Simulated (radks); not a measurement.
Ta+, configuration [Xe] 4f14 5d3 6s1.

Calculated with a radial shooting solver on a logarithmic mesh with Libxc functionals: scalar-relativistic Kohn-Sham, exchange-only r2SCAN, spin-polarised, spherical densities, finite nucleus; open shells are filled with parallel spins first (spin-orbit coupling, left out, can overturn this in heavy ions); meta-GGA in the generalised Kohn-Sham scheme; Fermi nuclear charge, rms radius 5.3507 fm.

Energy parts (hartree):
part                   energy
total             -15599.3944
kinetic            17139.1998
electron-nucleus  -38512.5594
Hartree             6085.0996
exchange            -311.1344

Orbitals (lengths in bohr, moments of r in powers of bohr):
orbital  occ.  eigenvalue (hartree)      <r>       <r^4>      <r^2>
1s down     1             -2478.563  0.01867   6.214e-07  0.0004789
1s up       1             -2478.562  0.01867   6.214e-07  0.0004789
2s up       1             -427.0005  0.07894  0.00009392   0.007374
2s down     1             -426.9942  0.07894  0.00009392   0.007374
2p up       3             -374.1435  0.07057  0.00007339   0.006085
2p down     3             -374.1388  0.07057  0.00007339   0.006085
3s down     1             -98.35913   0.2045    0.003453    0.04785
3s up       1             -98.35847   0.2045    0.003453    0.04785
3p down     3             -82.55609   0.2047    0.003709    0.04859
3p up       3             -82.55590   0.2047    0.003709    0.04859
3d up       5             -64.08023   0.1857    0.002882    0.04040
3d down     5             -64.07763   0.1857    0.002882    0.04041
4s up       1             -20.45716   0.4589     0.08193     0.2376
4s down     1             -20.45375   0.4589     0.08195     0.2377
4p up       3             -15.24483   0.4875      0.1091     0.2703
4p down     3             -15.24188   0.4875      0.1090     0.2703
4d up       5              -8.53291   0.5232      0.1635     0.3174
4d down     5              -8.52876   0.5230      0.1630     0.3171
5s up       1              -2.99654    1.111       2.874      1.389
5s down     1              -2.94183    1.100       2.725      1.360
5p up       3              -1.75280    1.306       5.893      1.938
5p down     3              -1.66938    1.279       5.274      1.852
4f up       7              -1.13236   0.6427      0.7273     0.5286
4f down     7              -1.11863   0.6348      0.6458     0.5107
6s up       1              -0.44672    3.039       161.1      10.38
5d up       3              -0.39544    2.111       54.40      5.330

The highest occupied level is 5d up at -10.761 eV. Summed over all electrons, <r^2> = 53.88 bohr^2, which gives a Langevin (diamagnetic) susceptibility term of -42.7 x 10^-6 cm^3/mol. For comparison, the ionisation energy in NIST's Atomic Spectra Database is 16.2 eV (semi-empirical). In exact Kohn-Sham theory the highest level is minus the ionisation energy, but local and semilocal functionals leave it too shallow, through self-interaction and a potential that decays too fast; potentials with the right tail come closer. Spin moment in Bohr magnetons: 4.
